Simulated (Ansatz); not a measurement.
A run for Ansatz (a program for electronic structure): R-r2SCAN/def2-TZVPP on O3 (SMILES O=[O+][O-]).

Ansatz 0.2 input:
```yaml
crystal:
  periodic: [false, false, false]
  atoms:
    - {symbol: O, position_ang: [-0.00000000, 0.00000000, -0.42855014]}
    - {symbol: O, position_ang: [1.07615022, 0.00000000, 0.21432507]}
    - {symbol: O, position_ang: [-1.07615022, -0.00000000, 0.21432507]}
basis:
  gaussian:
    orbitals: def2-TZVPP
hamiltonian:
  xc: {name: r2SCAN}
scf: {lower_state_search: off}
```

Task: What total energy does the run end on?

Result: -225.4176 hartree.
